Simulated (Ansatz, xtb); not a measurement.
Relative energy of two isomers of C5H3FOS

Structure a: `O=C(F)c1cccs1`, a singlet. Structure b: `O=c1cccc(F)s1`, a singlet. Both are isolated molecules in the gas phase, relaxed with PBE0-D3(BJ)/def2-SVP; the shapes shown needn't be the lowest conformers.

a (Å):

```csv
atom,x (Å),y (Å),z (Å)
C,-1.5874,-0.1887,-2.5095
C,-1.3925,0.0160,-1.0796
C,-1.6921,1.1272,-0.3183
C,-1.3566,0.9494,1.0437
C,-0.8109,-0.2909,1.2843
F,-2.1346,0.8936,-3.0846
O,-1.3226,-1.1540,-3.1479
S,-0.7004,-1.2453,-0.1272
H,-2.1366,2.0273,-0.7432
H,-1.5084,1.7004,1.8194
H,-0.4653,-0.6907,2.2375
```

b (Å):

```csv
atom,x (Å),y (Å),z (Å)
C,-2.3360,-1.0143,-1.0233
C,-1.8949,0.2039,-1.6632
C,-1.1289,1.1750,-1.0924
C,-0.6204,1.1713,0.2389
C,-0.8736,0.1450,1.0863
F,-0.3973,0.1515,2.3185
O,-3.0098,-1.8873,-1.4980
S,-1.8038,-1.2611,0.7264
H,-2.2347,0.3040,-2.6966
H,-0.8769,2.0420,-1.7089
H,-0.0130,2.0004,0.6047
```

Question: Estimate which is lower in electronic energy at CCSD(T)/def2-SVP + ΔMP2/def2-TZVPP, and by roughly how much.

Answer: The CCSD(T)/def2-SVP + ΔMP2/def2-TZVPP calculation puts structure a lower, by 94.2 kJ/mol.

The same difference at several levels:

| level | geometry | E(b) − E(a) (kJ/mol) | departure from the last row (kJ/mol) | job, with rough time for the two |
| --- | --- | --- | --- | --- |
| GFN2-xTB | GFN2-xTB | +47.6 | −46.6 | optimisation, 0.15 s |
| HF/STO-3G | GFN2-xTB | +60.5 | −33.6 | single point, 0.4 s |
| r2SCAN-D4/def2-SVP | GFN2-xTB | +75.9 | −18.3 | single point, 3.9 s |
| PBE0-D3(BJ)/def2-SVP | PBE0-D3(BJ)/def2-SVP | +83.5 | −10.7 | optimisation, 29 s |
| HF/def2-SVP | PBE0-D3(BJ)/def2-SVP | +101.2 | +7.0 | part of the CCSD(T) run |
| MP2/def2-SVP | PBE0-D3(BJ)/def2-SVP | +113.2 | +19.0 | part of the CCSD(T) run |
| CCSD(T)/def2-SVP | PBE0-D3(BJ)/def2-SVP | +99.1 | +4.9 | single point |
| CCSD(T)/def2-SVP + ΔMP2/def2-TZVPP | PBE0-D3(BJ)/def2-SVP | +94.2 |  | single point, 62 s |

As drawn, b has 1 C–C, 2 C=C, 2 C–S in place of 3 C∷C, 2 C∷S (∷ is an aromatic bond). Structure a has a 5-membered ring (with an aromatic ring), b a 6-membered ring.

None of the levels shown reverses the order. The largest departure from CCSD(T)/def2-SVP + ΔMP2/def2-TZVPP is that of GFN2-xTB, 46.6 kJ/mol. The last row adds to CCSD(T) the change of the MP2 difference between the two basis sets, here −4.9 kJ/mol.

With thermal terms from frequencies at re-optimised GFN2-xTB minima (ideal gas, soft modes damped towards free rotors, one conformer each, 298.15 K, 1 atm): on the last row, ΔE + ΔZPE = +93.9, ΔH = +93.9, ΔG = +94.9 kJ/mol.

The correlated steps freeze 12 core orbitals. Run with Ansatz 0.2.0, xtb 6.7.1; the last row on 4 threads of Arm Neoverse V1 on a shared host.
